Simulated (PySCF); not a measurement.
C3H3N2, SMILES C1=C[N]N=C1, multiplicity 2.

Geometry optimised at ωB97X-D3(BJ)/def2-SVP. The isomer is the one that the SMILES or the coordinates give; other isomers of the formula were not compared.

Method: TDA-CAM-B3LYP/def2-SVPD (PySCF).

Vertical excitations. Isolated molecule, no solvent.

Computed excitation energies, oscillator strengths and character:
```tsv
state	energy (eV)	λ (nm)	f	main pairs
root 1	0.47	2641	0.000	β HOMO→LUMO 99 %
root 2	1.11	1113	0.000	β HOMO−1→LUMO 97 %
root 3	3.11	399	0.022	β HOMO−2→LUMO 91 %
root 4	4.95	250	0.000	α HOMO→LUMO 48 %, β HOMO→LUMO+2 41 %
root 5	5.65	220	0.001	β HOMO−3→LUMO 97 %
root 6	5.80	214	0.000	α HOMO−1→LUMO 50 %, β HOMO−1→LUMO+2 36 %, β HOMO→LUMO+3 8 %
root 7	6.00	207	0.000	β HOMO−5→LUMO 96 %
root 8	6.09	204	0.000	α HOMO−1→LUMO+3 41 %, β HOMO−1→LUMO+3 47 %
root 9	6.23	199	0.001	α HOMO→LUMO+3 17 %, β HOMO−4→LUMO 58 %, β HOMO→LUMO+3 14 %
root 10	6.25	198	0.003	α HOMO→LUMO+3 20 %, β HOMO−4→LUMO 35 %, β HOMO→LUMO+3 33 %
```
Unrestricted roots are not spin-pure.
